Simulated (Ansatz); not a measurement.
Isolated molecules relaxed with PBE0-D4/def2-TZVP in Ansatz; ΔE leaves out vibrations. CBS: MP2 limit from def2 TZ/QZ plus the TZ coupled-cluster correction, frozen cores. Functionals use def2-TZVPP. def2 core potentials past Kr. For Hf outer-core shells are correlated without core-valence functions, which leaves a few kJ/mol of doubt a bond. One conformer a species, not always the lowest.

Reaction (redistribution): `[F][Hf]([F])([Cl])[Cl]` + `C[N](C)[Hf]([NH2])([NH2])[F]` → `C[N](C)[Hf]([F])([Cl])[Cl]` + `[NH2][Hf]([NH2])([F])[F]`

| level | ΔE (kJ/mol) |
| --- | --- |
| r2SCANh-D4 | -24.1 |
| BHLYP-D4 | -25.8 |
| PBE-QIDH | -26.0 |
| SCS-MP2/def2-QZVPP | -25.4 |

Question: What does CCSD(T)/CBS give? (An estimate is asked.)

Answer: The calculation gave: -23.3 kJ/mol. The listed levels differ from it by -0.8, -2.5, -2.7, -2.1 kJ/mol.

Largest T1 diagnostic among the species: 0.015.

From BLYP to BHLYP (50 % exact exchange), in def2-TZVPP and without D4, ΔE moves by −3.5 kJ/mol. Leaving LDA and LC-ωPBE aside and taking each functional with its dispersion term where it has one, the values, not all of them listed here, spread over 5.3 kJ/mol, from PBE-QIDH to B97M-V.
